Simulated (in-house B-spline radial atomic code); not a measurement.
Ionisation energies along the 18-electron series, configuration [Ne] 3s2 3p6, as differences of self-consistent energies. Dirac energy differences include first-order Breit, QED and recoil terms. NIST's values go from ground level to ground level; the uncertainty of those that are theory runs from under 0.1 % in few-electron ions to several per cent in heavy many-electron ones. Computed with a B-spline radial code for spherical atoms: Dirac-Hartree-Fock, average of the configuration, finite nuclei.

```
  ion  configuration after  ionisation energy (eV)  IE/(q+1)² (eV)  Breit and QED recoil part (eV)  tabulated value (eV)  tabulated kind  computed minus tabulated (eV)
   Ar         [Ne] 3s2 3p5                    14.8          14.753                      -0.0018472              15.75961        measured                           -1.0
   K+         [Ne] 3s2 3p5                    30.6          7.6549                      -0.0053104                31.625        measured                           -1.0
 Ca2+         [Ne] 3s2 3p5                    49.9          5.5451                       -0.010247              50.91316        measured                           -1.0
 Sc3+         [Ne] 3s2 3p5                    72.5          4.5306                       -0.016771               73.4894        measured                           -1.0
 Ti4+         [Ne] 3s2 3p5                    98.3          3.9319                       -0.025068                99.299        measured                           -1.0
  V5+         [Ne] 3s2 3p5                   127.3          3.5358                       -0.035291               128.125        measured                           -0.8
 Cr6+         [Ne] 3s2 3p5                   159.4          3.2537                        -0.04763                160.29  semi-empirical                           -0.9
 Mn7+         [Ne] 3s2 3p5                   194.7          3.0423                        -0.06221                 195.5  semi-empirical                           -0.8
 Fe8+         [Ne] 3s2 3p5                   233.1          2.8779                       -0.079254                 233.6  semi-empirical                           -0.5
 Co9+         [Ne] 3s2 3p5                   274.6          2.7462                       -0.098875                 275.4  semi-empirical                           -0.8
Ni10+         [Ne] 3s2 3p5                   319.2          2.6383                        -0.12136                 319.5  semi-empirical                           -0.3
Cu11+         [Ne] 3s2 3p5                   367.0          2.5484                        -0.14668                   367  semi-empirical                            0.0
Zn12+         [Ne] 3s2 3p5                   417.8          2.4721                        -0.17522                 417.6  semi-empirical                            0.2
Ga13+         [Ne] 3s2 3p5                   471.7          2.4068                        -0.20699                 471.2  semi-empirical                            0.5
Ge14+         [Ne] 3s2 3p5                   528.8          2.3501                        -0.24226                 527.9  semi-empirical                            0.9
As15+         [Ne] 3s2 3p5                   588.9          2.3004                         -0.2813                 587.6  semi-empirical                            1.3
Se16+         [Ne] 3s2 3p5                   652.2          2.2566                        -0.32412                 650.5  semi-empirical                            1.7
```

Where a p, d or f electron is removed, the computed value is a mean over both j, so it misses the tabulated one by a part of the spin-orbit splitting; averaging over terms and missing correlation add to the gap, relatively most at low charge.
